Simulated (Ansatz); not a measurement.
Program: Ansatz. Geometries: PBE0-D4/def2-TZVP. ΔE: electronic, gas phase. CCSD(T)/CBS adds triple-zeta CCSD(T) − MP2 to the extrapolated MP2 energy (def2 sets, frozen cores). This one scheme is used for every species. Functionals use def2-TZVPP. For Se outer-core shells are correlated without core-valence functions, which leaves a few kJ/mol of doubt a bond. Scalar relativity is left out up to krypton. Each species was taken in one conformer, which may not be the lowest.

Consider the substitution at a C–Si bond: `N[SiH2]C[SeH]` + `O[SiH2]F` → `F[SiH2]OC[SeH]` + `N[SiH3]`.

```json
{"level": "PBE-D4", "ΔE (eV)": "0.94"}
{"level": "MP2/CBS(def2)", "ΔE (eV)": "1.12"}
```

(1) What does CCSD(T)/CBS give? (An estimate is asked.)

Largest T1 diagnostic among the species: 0.011.

Answers

(1) The calculation gave: +1.04 eV. The listed levels differ from it by -0.10, 0.08 eV.

From PBE to PBE0 (25 % exact exchange), in def2-TZVPP and without D4, ΔE moves by +0.05 eV. In def2-TZVPP, CCSD(T) changes the Hartree–Fock value by +0.12 eV (the triples alone add +0.00 eV) and MP2 by +0.20 eV.
